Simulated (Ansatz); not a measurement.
The same molecule with X = B, Al, Ga, In. Ansatz, PBE0-D4/def2-TZVP geometries, multiplicity 1. Each molecule was computed in one conformer, which needn't be the lowest.

Elements past krypton have def2 core potentials. Scalar relativity is left out up to krypton.

| X | molecule | mean X–Cl bond length / Å | mean X–N bond length / Å | LUMO energy (PBE/def2-TZVPP) / eV | HOMO–LUMO gap (PBE/def2-TZVPP) / eV | HOMO energy (B3LYP/def2-TZVPP) / eV |
| --- | --- | --- | --- | --- | --- | --- |
| B | `NB(Cl)Cl` | 1.761 | 1.384 | -0.82 | 6.34 | -8.31 |
| Al | `[NH2][Al]([Cl])[Cl]` | 2.082 | 1.747 | -1.43 | 5.16 | -7.76 |
| In | `[NH2][In]([Cl])[Cl]` | 2.308 | 2.000 | -2.95 | 3.76 | -7.84 |

Problem. Give the row for X = Ga, `[NH2][Ga]([Cl])[Cl]`. (Best estimate.)

Solution. The calculation gave: 
```json
{"X": "Ga", "molecule": "`[NH2][Ga]([Cl])[Cl]`", "mean X–Cl bond length / Å": "2.124", "mean X–N bond length / Å": "1.791", "LUMO energy (PBE/def2-TZVPP) / eV": "-1.96", "HOMO–LUMO gap (PBE/def2-TZVPP) / eV": "4.69", "HOMO energy (B3LYP/def2-TZVPP) / eV": "-7.81"}
```

From B to In the mean X–Cl bond length rises at each step, by 0.547 Å in all; the mean X–N bond length rises at each step, by 0.616 Å in all; the LUMO energy (PBE/def2-TZVPP) falls at each step, by 2.13 eV in all; the HOMO–LUMO gap (PBE/def2-TZVPP) falls at each step, by 2.58 eV in all; the HOMO energy (B3LYP/def2-TZVPP) isn't monotonic: highest at Al, lowest at B. Bonds lengthen as the atom grows down the group.

B3LYP here is the variant with VWN-RPA as its local correlation; programs differ in this.
